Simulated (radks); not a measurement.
Values are calculated unless marked as measured or tabulated.
Ionisation of the tungsten ion W+, [Xe] 4f14 5d4 6s1, to W2+, [Xe] 4f14 5d4, under several functionals. Scalar-relativistic Kohn-Sham, spin-unpolarised, spherical densities, finite nucleus; a radial shooting solver on a logarithmic mesh with Libxc functionals.

| functional | E(W+) (hartree) | Exc (hartree) | IE (eV) | -e(HOMO) (eV) | <r> HOMO (bohr) | IE error (eV) |
|---|---|---|---|---|---|---|
| TASK exchange with Perdew-Wang LDA correlation | -16139.2345 | -320.3351 | 14.660 | 11.475 | 1.926 | -1.710 |
| AM05 | -16130.6120 | -313.4336 | 15.637 | 11.742 | 1.961 | -0.733 |
| SOGGA | -16134.3455 | -317.1441 | 15.555 | 11.665 | 1.963 | -0.815 |
| r2SCAN | -16141.3879 | -323.0026 | 15.334 | 11.713 | 1.954 | -1.036 |
| exchange-only PBE | -16135.2891 | -318.0271 | 15.053 | 10.795 | 1.994 | -1.317 |
| exchange-only r2SCAN | -16136.9361 | -318.4889 | 14.415 | 10.659 | 1.973 | -1.955 |

NIST Atomic Spectra Database: 16.4 eV (semi-empirical). Closest: AM05. The Delta-SCF values span 1.22 eV, the total energies 10.78 hartree. The highest occupied level is 5d. Spin polarisation and multiplet splitting are left out, so open shells lie too high by an amount that depends on their filling. Spin-orbit splitting is averaged out at the scalar-relativistic level.

Beside tabulated values, note that spin-unpolarised runs miss the spin-polarisation part of the exchange energy of open shells.
